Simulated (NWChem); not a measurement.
Molecule: C₄H₈O; SMILES C(CCO)=C

```xyz
13

C      0.1413     2.4396     0.3496
C     -0.2649     1.3612    -0.3423
C      0.4205     0.0261    -0.3551
C     -0.4594    -1.1022     0.1852
O      0.2472    -2.3203     0.0355
H      1.0517     2.4119     0.9719
H     -0.4131     3.3905     0.3149
H     -1.1858     1.4379    -0.9515
H      0.7017    -0.2504    -1.3963
H      1.3620     0.0601     0.2320
H     -1.4303    -1.1082    -0.3737
H     -0.7100    -0.8858     1.2537
H     -0.3031    -3.0283     0.4136
```
Atoms are numbered in this order, from 1.

Computed with NWChem. Coordinates come from a PBE-D3(BJ)/def2-SVP optimisation. Not confirmed as a minimum by frequencies. Level: B3LYP/def2-SVP with COSMO at NWChem's default radii, gas-phase geometry; rows give the dielectric constant.

| dielectric constant | electrostatic solvation energy (kcal/mol) | dipole in solution (D) |
|---|---|---|
| 2.0 | -2.5 | 1.69 |
| 2.4 | -2.9 | 1.72 |
| 4.8 | -4.1 | 1.82 |
| 7.6 | -4.5 | 1.86 |
| 78.4 | [?] | [?] |

Q: Complete the blanks.

A: 
- 78.4, electrostatic solvation energy (kcal/mol): -5.2
- 78.4, dipole in solution (D): 1.92
